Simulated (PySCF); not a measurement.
## Electron correlation in Te (tellurium, neutral)

[Kr] 4d10 5s2 5p4, high-spin 3P determinant. Computed with PySCF 2.14 in aug-cc-pwCVTZ-DK3 (10s9p7d4f1g, 109 functions), with scalar relativity by spin-free X2C-1e. Frozen: [Kr] 4d10; 6 electrons correlated.

MP2 pair energies summed by pair of shells (mhartree):

```json
{"pair": "5s-5p", "energy": "-41.52", "share (%)": "46.5"}
{"pair": "5p-5p", "energy": "-40.01", "share (%)": "44.8"}
{"pair": "5s-5s", "energy": "-7.81", "share (%)": "8.7"}
```

Total MP2 correlation energy: -89.35 mhartree.

Same-spin part -19.74 and opposite-spin part -69.60 mhartree; SCS-MP2 scales them by 1/3 and 6/5 to -90.10 mhartree.
